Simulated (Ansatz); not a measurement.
Consider the atomization: `OCBCl` → B• + C• + Cl• + 4 H• + O•.

Gas-phase electronic energies from Ansatz, PBE0-D4/def2-TZVP geometries. CBS: MP2 limit from def2 TZ/QZ plus the TZ coupled-cluster correction, frozen cores. This one scheme is used for every species, atoms too. Functionals use def2-TZVPP. B3LYP here is the variant with VWN-RPA as its local correlation; programs differ in this. Open shells (•) are unrestricted, without spin–orbit coupling. Spin–orbit coupling would lower the free atoms: a little for B, C, Cl, O. Each species was taken in one conformer, which may not be the lowest.

| level | ΔE (kJ/mol) | difference from CCSD(T)/CBS |
| --- | --- | --- |
| LDA (SPW92) | 3389.3 | 462.1 |
| BLYP-D4 | 2927.3 | 0.1 |
| ωB97X-V | 2937.9 | 10.7 |
| ωB97M-V | 2950.1 | 22.9 |
| PBE | 2994.6 | 67.4 |
| B3LYP | 2908.8 | -18.4 |
| r2SCANh | 2931.6 | 4.4 |
| BHLYP | 2825.5 | -101.7 |
| CAM-B3LYP | 2934.0 | 6.8 |
| HF/def2-SVP | 2187.7 | -739.5 |
| CCSD/def2-SVP | 2752.0 | -175.2 |
| CCSD(T)/def2-SVP | 2780.3 | -146.9 |
| SCS-MP2/def2-TZVPP | 2890.6 | -36.6 |
| CCSD(T)/def2-TZVPP | 2852.9 | -74.3 |
| HF/def2-QZVPP | 2158.3 | -768.9 |
| HF/CBS(def2) | 2158.7 | -768.5 |
| CCSD(T)/CBS | 2927.2 | 0 |

Largest T1 diagnostic among the species: 0.014.

In def2-TZVPP, CCSD(T) changes the Hartree–Fock value by +697.4 kJ/mol (the triples alone add +44.8 kJ/mol) and MP2 by +766.4 kJ/mol; breaking electron pairs costs correlation energy, which Hartree–Fock lacks. Leaving LDA and LC-ωPBE aside and taking each functional with its dispersion term where it has one, the values, not all of them listed here, spread over 167.0 kJ/mol, from BHLYP-D4 to PBE-D4. LDA lies +394.6 kJ/mol from PBE without D4, its usual overbinding.

For atomizations the MP2-based limit and the directly extrapolated one differ by several kJ/mol either way, and by 10 to 25 for some Ge, Se and Sn compounds, so smaller differences from it don't rank the levels.
